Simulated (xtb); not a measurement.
Pb(H)(OMe) (CH4OPb), SMILES C[O][PbH] (connectivity only; charge and spin as stated), neutral, multiplicity 1. All values are semi-empirical tight-binding results from xtb (GFN2-xTB unless named), good for trends rather than for accurate numbers. Coordinates come from a GFN2-xTB optimisation.

Optimised geometry:

Bonded distances (Å): Pb1–H2 1.859, Pb1–O3 2.124, O3–C4 1.383, C4–H5 1.098, C4–H6 1.098, C4–H7 1.097. Angles (°): H2–Pb1–O3 98.5, Pb1–O3–C4 136.4, O3–C4–H5 109.6, O3–C4–H6 109.6, O3–C4–H7 112.5, H5–C4–H6 108.0, H5–C4–H7 108.6, H6–C4–H7 108.6.

For metal compounds this method's bond lengths and energies can be far off.

```yaml
point_group_as_xtb_finds_it: Cs
orbital_gap: 3.02 eV
zero_point_energy: 27.6 kcal/mol
G − E(el) at 298.15 K (modified RRHO): 8.7 kcal/mol
```

Computed atomic charges and the Wiberg bond orders between heavy atoms:
charges (e) Pb1 0.59, H2 -0.22, O3 -0.51, C4 0.07, H5 0.02, H6 0.02, H7 0.02. Bond orders Pb1–O3 0.98, O3–C4 1.03.
